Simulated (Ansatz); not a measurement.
Calculated with Ansatz (gas phase, PBE0-D4/def2-TZVP geometries, no zero-point term in ΔE). CCSD(T)/CBS is the MP2 limit (def2-TZVPP, def2-QZVPP) plus CCSD(T) − MP2 in def2-TZVPP, frozen cores. Functionals use def2-TZVPP. B3LYP here is the variant with VWN-RPA as its local correlation; programs differ in this. Elements past krypton have def2 core potentials. For Br, Cd, Sn outer-core shells are correlated without core-valence functions, which leaves a few kJ/mol of doubt a bond. Scalar relativity is left out up to krypton. One conformer a species, not always the lowest.

Reaction (redistribution): `[NH2][Sn][NH2]` + `[SiH3][O][Cd][Br]` → `[NH2][Sn][O][SiH3]` + `[NH2][Cd][Br]`

```
             level  ΔE (kJ/mol)
         revPBE-D4        -28.9
           PBE0-D4        -23.8
          BHLYP-D4        -21.7
               PBE        -26.8
             B3LYP        -23.6
SCS-MP2/def2-QZVPP        -23.1
      HF/CBS(def2)         -7.6
     MP2/CBS(def2)        -26.9
```

(1) What does CCSD(T)/CBS give? (An estimate is asked.)

Largest T1 diagnostic among the species: 0.016.

Answers

(1) The calculation gave: -23.6 kJ/mol. The listed levels differ from it by -5.3, -0.2, 1.9, -3.2, 0.0, 0.5, 16.0, -3.3 kJ/mol.

At CCSD(T), def2-SVP lies +3.7 kJ/mol from the extrapolated value and def2-TZVPP +1.6 kJ/mol. The D4 term adds −3.2 kJ/mol with B3LYP and −1.9 kJ/mol with PBE0; it sums over pairs of atoms, weighted by their polarisabilities, and B3LYP, whose exchange is more repulsive, gets the larger term. From r2SCAN to r2SCAN0 (25 % exact exchange), in def2-TZVPP and without D4, ΔE moves by +3.1 kJ/mol.
